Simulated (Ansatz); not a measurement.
The Al1–H2 bond of AlH3Se (SMILES [AlH2][SeH]) is stretched (multiplicity 1, the rest rigid).
Geometry at rest (charge 0, multiplicity 1):
| atom | x (Å) | y (Å) | z (Å) |
|---|---|---|---|
| Al | 0.3641 | 0.0275 | -1.5573 |
| H | -0.6985 | -0.5698 | -2.5521 |
| H | 1.7454 | 0.6424 | -1.9937 |
| Se | -0.2012 | -0.0305 | 0.6966 |
| H | 1.0606 | 0.6067 | 1.1072 |

Cores are frozen in the correlated methods. Filled d and f shells under p-block atoms count as core.

Run with Ansatz (Gaussian orbitals). Each number belongs to the level named beside it.

FIC-MRCISD+Q on CASSCF(2,2)/def2-TZVPP, total energies (hartree):

```json
[
 {"R (Å)": "1.573", "CASSCF": "-2643.562488", "MRCISD": "-2643.801345", "weight c² of the reference": "0.89524"},
 {"R (Å)": "2.753", "CASSCF": "-2643.477512", "MRCISD": "-2643.706465", "weight c² of the reference": "0.89564"},
 {"R (Å)": "5.035", "CASSCF": "-2643.439442", "MRCISD": "-2643.664417", "weight c² of the reference": "0.89643"}
]
```

Q: Add the Davidson correction (E_MRCISD − E_CASSCF)(1 − c²)/c² and give the energies above the first point at the three levels.

A: 
Corrections (hartree): -0.027951, -0.026678, -0.025993. Above the first point (kcal/mol):
- R = 2.753 Å: CASSCF 53.3, MRCISD 59.5, with the correction 60.3
- R = 5.035 Å: CASSCF 77.2, MRCISD 85.9, with the correction 87.2

Ansatz is a quantum-chemistry and plane-wave program.
